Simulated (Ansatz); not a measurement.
Geometry optimisation, RKS r2SCAN-D4/STO-3G in Ansatz 0.2.0.

Input:

```yaml
crystal:
  periodic: [false, false, false]
  atoms:
    - { symbol: C, position_ang: [-0.71815, 1.24115, -0.16262] }
    - { symbol: C, position_ang: [0.06199, 0.18426, -0.13355] }
    - { symbol: B, position_ang: [1.14164, -0.85411, -0.30643] }
    - { symbol: "N", position_ang: [0.05791, -1.07369, 0.50447] }
    - { symbol: H, position_ang: [-0.46143, 2.09842, -0.75924] }
    - { symbol: H, position_ang: [-1.63653, 1.30009, 0.40188] }
    - { symbol: H, position_ang: [2.11123, -1.34822, -0.68199] }
    - { symbol: H, position_ang: [-0.55666, -1.5479, 1.13747] }
basis:
  gaussian: { orbitals: STO-3G }
hamiltonian:
  xc: r2scan
  dispersion: d4
relax:
  f_tol: 0.02
  max_steps: 50
```

Launched with:

```bash
$ ansatz run input.yaml --threads 1 --pin off --max-ram 2048MiB --backend cpu --events-out ev --progress --plain --runs-dir out
```

Problem. Where does it end, and by what steps?

Solution. The run converged. Limits of this set-up: minimal basis. After 5 steps the energy has fallen by 0.121 eV; H8 moved furthest, 0.12 Å.

```csv
step,energy less start (eV),largest force component (eV/Å),accepted
0,0.0000,1.384,yes
1,-0.1079,0.544,yes
2,-0.1176,0.134,yes
3,-0.1191,0.153,yes
4,-0.1197,0.080,yes
5,-0.1207,0.011,yes
```

```xyz
8
Properties=species:S:1:pos:R:3
C -0.724 1.276 -0.175
C 0.054 0.196 -0.133
B 1.134 -0.866 -0.295
N 0.052 -1.103 0.522
H -0.444 2.135 -0.788
H -1.658 1.348 0.390
H 2.123 -1.330 -0.699
H -0.537 -1.656 1.180
```

Whether the end is a true minimum wasn't checked by a vibrational analysis.

Run time: 11 s on 1 thread of Arm Neoverse V2 (shared host), peak memory 0.13 GiB.
